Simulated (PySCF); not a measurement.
Compound: C₅H₇F₃O.
SMILES: `C(O[C@H]1[C@H](C)[C@H]1F)(F)F`

A linear-response calculation (PySCF, def2-SVPD basis, gas phase, vertical, core orbitals frozen in the response) gave these numbers; the functional is withheld.

Orbital energies (eV): HOMO-3 -10.48, HOMO-2 -9.74, HOMO-1 -8.43, HOMO -7.99, LUMO 0.28, LUMO+1 0.43, LUMO+2 0.96.

```csv
state,E (eV),f,"main configurations (H = HOMO, L = LUMO)"
S1,7.22,0.0065,"H→L (76%), H→L+1 (22%)"
S2,7.52,0.0068,"H→L+1 (74%), H→L (22%)"
S3,7.70,0.0081,"H-1→L (80%), H-1→L+1 (16%)"
S4,7.90,0.0096,"H-1→L+1 (80%), H-1→L (17%)"
S5,8.02,0.0022,H→L+2 (96%)
S6,8.35,0.0037,H→L+3 (90%)
```

Triplets, Tamm–Dancoff:

| state | E (eV) | λ (nm) | main configurations (H = HOMO, L = LUMO) |
| --- | --- | --- | --- |
| T1 | 6.97 | 177.8 | H→L (53%), H→L+1 (37%) |
| T2 | 7.39 | 167.8 | H→L+1 (48%), H→L (43%) |
| T3 | 7.50 | 165.3 | H-1→L (58%), H-1→L+1 (34%) |
| T4 | 7.77 | 159.5 | H-1→L+1 (55%), H-1→L (37%) |

Vertical ionisation energy by ΔSCF with the same functional: 10.24 eV. Mean static polarisability: 66.2 au.

Question: Name the functional.
A. B3LYP
B. PBE
C. HF
D. wB97X-D

Answer: A. B3LYP is a global hybrid with 20% exact exchange. In this run −ε(HOMO) = 7.99 eV differs from the ΔSCF value by -2.25 eV, and S1 differs from the orbital gap of 8.27 eV by -1.05 eV. The ratio −ε(HOMO)/IP is 0.78. Small neutral molecules mostly give 0.67 to 0.83 with B3LYP, 0.5 to 0.7 with PBE, 0.89 to 0.99 with wB97X-D; with Hartree–Fock the ratio is 1 or more (Koopmans' value less the relaxation energy is the ΔSCF value).

The calculation used PySCF 2.14.0, density-fitted response routines, TDDFT B3LYP/def2-SVPD, vertical, gas phase, core orbitals frozen in the response. Isolated species at its PBE0-D3(BJ)/def2-SVP geometry (one conformer only).

Hardware: one thread of an Arm Neoverse V1, no GPU, on a shared host. Cost: 3.9 min, 1.1 GiB resident at most.

Shape of the structure used: `[CH3:1][C@@H:2]1[C@@H:3]([F:4])[C@H:5]1[O:6][CH:7]([F:8])[F:9]`: C3–C5–O6–C7 -74°, C5–O6–C7–F8 -69°.

Without π bonds the low states are Rydberg-like; a valence basis with one diffuse set may place them up to an eV too high.
